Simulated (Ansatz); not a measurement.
The same molecule with X = V, Nb, Ta. Ansatz, PBE0-D4/def2-TZVP geometries, multiplicity 1. Each molecule was computed in one conformer, which needn't be the lowest.

Elements past krypton have def2 core potentials. Scalar relativity is left out up to krypton.

| X | molecule | mean X–Cl bond length / Å | mean X–N bond length / Å | HOMO energy (B3LYP/def2-TZVPP) / eV | HOMO–LUMO gap (B3LYP/def2-TZVPP) / eV | LUMO energy (PBE0/def2-TZVPP) / eV |
| --- | --- | --- | --- | --- | --- | --- |
| V | `[NH]=[V]([Cl])([Cl])[Cl]` | 2.139 | 1.587 | -8.61 | 4.63 | -3.77 |
| Ta | `[NH]=[Ta]([Cl])([Cl])[Cl]` | 2.290 | 1.746 | -8.31 | 5.81 | -2.30 |

(1) Give the row for X = Nb, `[NH]=[Nb]([Cl])([Cl])[Cl]`. (An estimate is asked.)

Results:

(1) The calculation gave: 
| X | molecule | mean X–Cl bond length / Å | mean X–N bond length / Å | HOMO energy (B3LYP/def2-TZVPP) / eV | HOMO–LUMO gap (B3LYP/def2-TZVPP) / eV | LUMO energy (PBE0/def2-TZVPP) / eV |
| --- | --- | --- | --- | --- | --- | --- |
| Nb | `[NH]=[Nb]([Cl])([Cl])[Cl]` | 2.282 | 1.723 | -8.52 | 5.54 | -2.79 |

From V to Ta the mean X–Cl bond length rises at each step, by 0.151 Å in all; the mean X–N bond length rises at each step, by 0.159 Å in all; the HOMO energy (B3LYP/def2-TZVPP) rises at each step, by 0.30 eV in all; the HOMO–LUMO gap (B3LYP/def2-TZVPP) rises at each step, by 1.18 eV in all; the LUMO energy (PBE0/def2-TZVPP) rises at each step, by 1.47 eV in all.

B3LYP here is the variant with VWN-RPA as its local correlation; programs differ in this.
